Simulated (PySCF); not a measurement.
An equivalent PySCF input for Li⁺ (lithium, charge +1), 1s2, closed-shell 1S, with scalar relativity by spin-free X2C-1e:

```python
from pyscf import gto, scf, dft, mp, cc
import basis_set_exchange as bse
mol = gto.M(atom="Li 0 0 0", charge=1, spin=0, symmetry="D2h",
            basis=gto.basis.parse(bse.get_basis("jorge-DZP-DKH", elements=["Li"], fmt="nwchem", header=False)),
            nucmod="G")
mf = dft.UKS(mol, xc="PBE0").sfx2c1e()
mf.irrep_nelec = {'Ag': (1, 1)}
mf.kernel()
```

It reaches the same state as the run whose output follows, with an energy that differs only through the grid. The run itself started from symmetry-adapted Hartree-Fock orbitals and held the occupation by maximum overlap, on a logarithmic radial grid, so the iterations belong to that start.

```
SCF conv_tol = 1e-09
number electrons alpha = 1  beta = 1
XC functionals = PBE0
    C. Adamo and V. Barone.,  J. Chem. Phys. 110, 6158 (1999)
    M. Ernzerhof and G. E. Scuseria.,  J. Chem. Phys. 110, 5029 (1999)
cycle= 1 E= -7.26230897605014  delta_E= -0.000242  |g|= 0.00329  |ddm|= 0.0203
cycle= 2 E= -7.26231158657951  delta_E= -2.61e-06  |g|= 0.000406  |ddm|= 0.00252
cycle= 3 E= -7.26231163055867  delta_E= -4.4e-08  |g|= 6.37e-06  |ddm|= 0.000251
cycle= 4 E= -7.26231163056981  delta_E= -1.11e-11  |g|= 3.42e-09  |ddm|= 5.73e-06
converged SCF energy = -7.26231163056981  <S^2> = -8.8817842e-16  2S+1 = 1
```
